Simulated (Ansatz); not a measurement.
SiH2MeBr (CH5BrSi), relaxed as a singlet with RKS r2SCAN-D4/def2-TZVP in Ansatz, starting from the GFN2-xTB geometry. Force threshold 0.02 eV/Å.

Start:

Cartesian coordinates in Å:
```
Si 0.069 0.348 0.800
H -1.181 0.559 1.517
H 0.995 1.463 0.936
C -0.193 -0.174 -0.996
H -0.725 0.593 -1.550
H -0.771 -1.093 -1.061
H 0.757 -0.348 -1.498
Br 1.050 -1.349 1.852
```

(1) Estimate the energy that the relaxation releases and the steps that it takes.

(2) Does the start keep its bonding?

(3) Predict the relaxed structure.

Answers

(1) 1.0 kcal/mol, in 5 steps; 9 s on 4 threads of Arm Neoverse V2 on a shared host. No frequencies were taken in this run, so the end may be a saddle point.

(2) By distances, no bond broke or formed. The bond that changes most is Si1–C4, from 1.89 to 1.86 Å (atoms count from 1).

(3) 
```xyz
8

Si    0.081    0.303    0.787
H    -1.199    0.567    1.485
H     0.963    1.488    0.906
C    -0.190   -0.176   -0.987
H    -0.703    0.631   -1.519
H    -0.801   -1.078   -1.057
H     0.762   -0.367   -1.487
Br    1.087   -1.370    1.872
```
Bond lengths: 1 × Br–Si 2.23 Å; 1 × C–Si 1.86 Å; 3 × C–H 1.09 Å; 2 × H–Si 1.48 Å.
